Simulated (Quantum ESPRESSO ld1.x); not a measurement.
The numbers below are computed, except where a source is named.
One sound ld1.x (Quantum ESPRESSO 7.5) input for the calcium ion Ca2+ gives E = -678.017 hartree in 21 iterations:

```
 &input
    zed=20.0,
    iswitch=1,
    rel=2,
    dft='PZ',
    config='[Ar]',
    verbosity='high',
    lsmall=.true.,
    prefix='ld1',
    max_out_wfc=37,
    file_charge='ld1.rho',
 /
```

Changed or added lines, one case at a time, and what came of them:

- nspin=1: refused. The program stops in ld1_readin with "reading input namelist": the namelist holds a keyword that &input does not know.
- beta=0.01: harmless. The cycle still converges, in 129 iterations against 21.
- atom='Xx' (without zed): crashed. The program stops in dirsol with "no classical turning point found": the symbol names no element.
- config='[Ar] 5g1': refused. The program stops in el_config with "l not found:G": the config string knows s, p, d and f alone.
- iswitch=0: refused. The program stops in ld1_readin with "wrong iswitch": iswitch takes 1 to 4.
- rel=1 lsd=1 dft='PW91': silently wrong. The run ends normally, but in this build (ld1.x 7.5) Etot and Exc of a spin-polarised run lack the gradient corrections of exchange and correlation and come out near their LSDA values (nitrogen, PBE: -54.132 hartree against -54.536 from two other codes). The eigenvalues and orbitals are those of the GGA; the energies must not be used.
- lsd=1: refused. The program stops in ld1_readin with "local spin density and spin-orbit not allowed": spin polarisation goes with rel = 0 or 1 alone.
